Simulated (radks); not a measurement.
Q: These are the eigenvalues of the occupied orbitals of an atom or ion with whole-number occupations (hartree). All-electron calculation, scalar-relativistic Kohn-Sham, LDA (Slater exchange, VWN5 correlation), spin-polarised, spherical densities, finite nucleus; Fermi nuclear charge, rms radius of each element as measured or else 0.836 A^(1/3) + 0.57 fm. Program: a radial shooting solver on a logarithmic mesh with Libxc functionals.

1s down: -2486.239
1s up: -2486.238
2s up: -438.1787
2s down: -438.1749
2p up: -385.8989
2p down: -385.8961
3s up: -110.4922
3s down: -110.4149
3p up: -94.93155
3p down: -94.85429
3d up: -76.71155
3d down: -76.65131
4s up: -32.67555
4s down: -32.54129
4p up: -27.50389
4p down: -27.37373
4d up: -20.86826
4d down: -20.74141
4f up: -13.41595
4f down: -13.28733

Which element is it, and in what charge state? The configuration may be excited. Open shells, if any, are filled with parallel spins first.

A: Z = 73, tantalum, charge +16: Ta16+ in [Kr] 4d10 4f11. The list shows which subshells hold electrons but not how many an open one holds; the 1s level, -2486.2 hartree, gives Z - s = 70.5 by -(Z - s)^2/2, which with screening and relativity narrows Z to a few neighbours, and the depths of the outer levels then fix element, charge and occupations together.
